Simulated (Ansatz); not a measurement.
A structure relaxed at PBE0-D4/def2-TZVP, charge 0, multiplicity 1:

```xyz
9

C     0.427   -0.806    1.154
C     0.416    0.134    0.200
O     1.460    1.018    0.151
Al   -1.102    0.137   -1.024
H     1.231   -0.886    1.881
H    -0.385   -1.520    1.219
H     1.328    1.633   -0.574
H    -1.142    1.243   -2.168
H    -2.233   -0.953   -0.838
```

**Question.** Give its formula and SMILES.

**Answer.** C2H5AlO, `C=[C](O)[AlH2]`.

**Question.** Point group (tolerance 0.08 Å, 0.16 Å for H)?

**Answer.** Cs.

**Question.** Summarise the bond lengths by kind.

**Answer.** 1 × C–C 1.339 Å; 2 × C–H 1.083 to 1.087 Å; 1 × C–O 1.369 Å; 1 × Al–C 1.950 Å; 1 × H–O 0.960 Å; 2 × Al–H 1.582 to 1.591 Å.

Results of the Gaussian-basis code of Ansatz.
